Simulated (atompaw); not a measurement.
## Reading a pseudo-wave (Al)

Columns: radius, all-electron u(r) and pseudo u(r) of the 3p shell (level -5.78 eV) of aluminium in the configuration [Ne] 3s2 3p0.5; LDA (PW92), scalar-relativistic, PAW (atompaw) scheme, atompaw 4.2.0.5.

```
r (bohr)  all-electron  pseudo
   0.110       -0.0942  0.0034
   0.219       -0.1982  0.0132
   0.329       -0.2403  0.0295
   0.438       -0.2275  0.0515
   0.548       -0.1792  0.0790
   0.658       -0.1110  0.1113
   0.767       -0.0344  0.1471
   0.877        0.0451  0.1862
   0.987        0.1226  0.2274
   1.096        0.1950  0.2693
   1.206        0.2621  0.3117
   1.315        0.3220  0.3529
   1.425        0.3758  0.3929
   1.535        0.4227  0.4303
   1.644        0.4626  0.4644
   1.754        0.4966  0.4951
   1.863        0.5245  0.5215
   1.973        0.5470  0.5439
   2.083        0.5644  0.5618
   2.192        0.5770  0.5751
   2.302        0.5855  0.5843
   2.412        0.5902  0.5895
   2.521        0.5914  0.5911
   2.631        0.5896  0.5895
   2.740        0.5852  0.5852
   2.850        0.5784  0.5784
```

Question: How many radial nodes do the two functions have?

Answer: The all-electron 3p function has n − l − 1 = 1; the pseudo-wave has 0, since the states of the same l below it are removed with the core.

Question: Is the pseudo-wave norm-conserving?

Answer: No, it belongs to a PAW set: the norm inside the radius is not constrained, and the difference is carried by the augmentation charge.
